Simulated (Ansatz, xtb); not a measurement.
## Isomers of CH4BFO in order of energy

3 gas-phase structures of CH4BFO, found in a search over its isomers (lower ones may exist). Each was relaxed with GFN2-xTB; where two conformers were screened, the lower at r2SCAN-D4/def2-SVP//GFN2-xTB is listed:

A. `CB(O)F`, a singlet
B. `BOCF`, a singlet
C. `COBF`, a singlet

Estimate their order in r2SCAN-D4/def2-SVP//GFN2-xTB energy at these geometries, lowest first.

Calculated order at r2SCAN-D4/def2-SVP//GFN2-xTB: A (0.0), C (105.0), B (317.8) kJ/mol.

Energies above the lowest of each column, in kJ/mol; the last columns are at r2SCAN-D4/def2-SVP geometries and were run for some of them only (a dash: not run or not comparable):

```
structure  GFN2-xTB  HF/STO-3G  r2SCAN-D4/def2-SVP//GFN2-xTB  r2SCAN-D4/def2-SVP  CCSD(T)/def2-TZVP
        A       0.0        0.0                           0.0                 0.0                0.0
        C      16.0       46.0                         105.0               104.8              100.4
        B     149.4      234.0                         317.8                   –                  –
```

Every level run on A puts it lowest or level with the lowest. Flexible structures stand in one conformer each, not always the lowest. Frequencies (r2SCAN-D4/def2-SVP) were run for A, C alone.

Programs: Ansatz 0.2.0, xtb 6.7.1.
